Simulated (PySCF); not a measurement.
CH₈GeSi.
Atom-mapped SMILES: `[SiH3:1][CH2:2][GeH3:3]` (hydrogens: H4, H5, H6 on Si1; H7, H8 on C2; H9, H10, H11 on Ge3)

A GFN2-xTB structure was refined with PBE0-D3(BJ)/def2-SVP geometry optimisation, gas phase in PySCF. Its GFN2-xTB values:

```
coordinate  GFN2-xTB
    Si1–C2   1.903 Å
    Si1–H4   1.469 Å
    C2–Ge3   1.976 Å
     C2–H7   1.094 Å
    Ge3–H9   1.477 Å
Si1–C2–Ge3    114.3°
 Si1–C2–H7    108.2°
 C2–Si1–H4    110.5°
 C2–Si1–H5    108.3°
 C2–Ge3–H9    111.8°
 Ge3–C2–H7    109.5°
 H4–Si1–H5    109.4°
H9–Ge3–H10    106.9°
```

Problem. How do these coordinates change at the PBE0-D3(BJ)/def2-SVP level?

Solution. 
| coordinate | PBE0-D3(BJ)/def2-SVP (Å or °) | change |
| --- | --- | --- |
| Ge3–H9 | 1.540 | +0.063 |
| Si1–H4 | 1.496 | +0.027 |
| Si1–C2 | 1.880 | -0.023 |
| C2–Ge3 | 1.960 | -0.016 |
| C2–H7 | 1.102 | +0.008 |
| C2–Si1–H5 | 110.2 | +1.9 |
| H9–Ge3–H10 | 108.8 | +1.9 |
| C2–Ge3–H9 | 109.9 | -1.9 |
| Ge3–C2–H7 | 108.2 | -1.3 |
| Si1–C2–H7 | 109.3 | +1.1 |
| H4–Si1–H5 | 108.4 | -1.0 |
| C2–Si1–H4 | 111.2 | +0.7 |
| Si1–C2–Ge3 | 114.5 | +0.2 |

The energy falls by 10.1 kJ/mol over 5 energy and gradient evaluations, the largest force component goes from 0.0194 to 2.3e-04 Eh/bohr, and the atoms move by 0.041 Å rms after alignment. The bond that changes most is Ge3–H9 (ends: germanium bonded to C and 3 H; Ge–H hydrogen), which lengthens by 0.063 Å. Bonds longer at the end by more than 0.005 Å: 7 of 10; shorter: 2. Rotational constants go from 17391, 1942, 1841 to 17297, 1968, 1868 MHz.

The run used 104 basis functions and 29 SCF cycles in all.

PBE0-D3(BJ)/def2-SVP frequencies: not computed here.
